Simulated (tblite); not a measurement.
Species: C₃H₈BO₂Si (doublet state).
SMILES with atom numbers: `[OH:1][B:2]([O:3][SiH2:4])[CH:5]1[CH2:6][CH2:7]1` (hydrogens: H8 on O1; H9, H10 on Si4; H11 on C5; H12, H13 on C6; H14, H15 on C7)

Computed with GFN2-xTB (tblite), gas phase: L-BFGS steps from a force-field or distance-geometry start until the largest atomic force falls under 0.01 eV/Å.

At the end of the run (lengths in Å): B2–O3 1.335, O1–B2 1.363, O3–Si4 1.619, C5–H11 1.084, O1–H8 0.957, C7–H14 1.080, C6–H13 1.079, B2–O3–Si4 146.9°, O3–B2–C5 119.0°, O1–B2–O3 118.4°, O1–B2–C5 122.6°, O1–B2–O3–Si4 0°, O1–B2–C5–C6 -38°, B2–C5–C6–C7 110°, H8–O1–B2–O3 -179°, H9–Si4–O3–B2 -22°.

Question: These geometries were met on the way; a selection of coordinates is given. Order them by energy above the end point, lowest first.
A. B2–O3 1.363, O1–B2 1.363, O3–Si4 1.673, C5–H11 1.079, O1–H8 0.935, C7–H14 1.083, C6–H13 1.078, B2–O3–Si4 126.2°, O3–B2–C5 122.6°, O1–B2–O3 110.0°, O1–B2–C5 127.4°, O1–B2–O3–Si4 -8°, O1–B2–C5–C6 34°, B2–C5–C6–C7 120°, H8–O1–B2–O3 -168°, H9–Si4–O3–B2 -103°
B. B2–O3 1.344, O1–B2 1.363, O3–Si4 1.653, C5–H11 1.087, O1–H8 0.957, C7–H14 1.078, C6–H13 1.078, B2–O3–Si4 124.9°, O3–B2–C5 123.4°, O1–B2–O3 115.0°, O1–B2–C5 121.6°, O1–B2–O3–Si4 -5°, O1–B2–C5–C6 41°, B2–C5–C6–C7 116°, H8–O1–B2–O3 175°, H9–Si4–O3–B2 -111°
C. B2–O3 1.331, O1–B2 1.389, O3–Si4 1.668, C5–H11 1.093, O1–H8 0.955, C7–H14 1.086, C6–H13 1.085, B2–O3–Si4 123.1°, O3–B2–C5 128.2°, O1–B2–O3 114.1°, O1–B2–C5 117.7°, O1–B2–O3–Si4 -10°, O1–B2–C5–C6 24°, B2–C5–C6–C7 121°, H8–O1–B2–O3 -120°, H9–Si4–O3–B2 -95°
D. B2–O3 1.286, O1–B2 1.390, O3–Si4 1.657, C5–H11 1.090, O1–H8 0.954, C7–H14 1.068, C6–H13 1.072, B2–O3–Si4 117.6°, O3–B2–C5 123.8°, O1–B2–O3 117.5°, O1–B2–C5 115.8°, O1–B2–O3–Si4 -27°, O1–B2–C5–C6 28°, B2–C5–C6–C7 120°, H8–O1–B2–O3 -92°, H9–Si4–O3–B2 -83°
E. B2–O3 1.469, O1–B2 1.485, O3–Si4 1.696, C5–H11 1.125, O1–H8 0.993, C7–H14 1.115, C6–H13 1.114, B2–O3–Si4 108.0°, O3–B2–C5 116.4°, O1–B2–O3 113.5°, O1–B2–C5 115.1°, O1–B2–O3–Si4 -41°, O1–B2–C5–C6 43°, B2–C5–C6–C7 111°, H8–O1–B2–O3 -78°, H9–Si4–O3–B2 -76°

Answer: B (0.248 eV), A (0.406 eV), C (0.659 eV), D (1.060 eV), E (1.867 eV).

```csv
step,E above end (eV),"rms distance from the end, all atoms (Å)",largest force (eV/Å),rms shift of all bonds from the end (Å)
22,0.248,0.958,0.272,0.010
14,0.406,0.972,1.277,0.019
9,0.659,0.992,0.781,0.018
2,1.060,0.992,2.595,0.019
0,1.867,1.006,3.814,0.056
```

Rows stand in the order of the answer.
